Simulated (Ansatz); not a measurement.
ClH3Ti (SMILES [Cl][TiH3]) moved off its minimum; all values from Ansatz (a quantum-chemistry and plane-wave program), cores frozen in correlated methods.
(charge 0, multiplicity 1)
```xyz
5

Ti     0.61000    -0.23681     0.46644
Cl    -1.02465     0.41386    -0.83293
H      2.11729     0.15338    -0.17554
H      0.42916     0.49735     2.09594
H      0.63710    -1.93089     0.59718
```

Question: Give the forces (eV/Å), the total energy and the dipole at CCSD(T)/def2-TZVPPD.

Answer: 
| atom | Fx | Fy | Fz |
|---|---|---|---|
| Ti1 | -0.290 | 0.316 | 0.884 |
| Cl2 | -0.027 | 0.009 | -0.072 |
| H3 | 0.244 | 0.121 | -0.125 |
| H4 | 0.113 | -0.341 | -0.711 |
| H5 | -0.039 | -0.105 | 0.025 |
Energy -1310.0528 hartree, dipole 0.45 D.
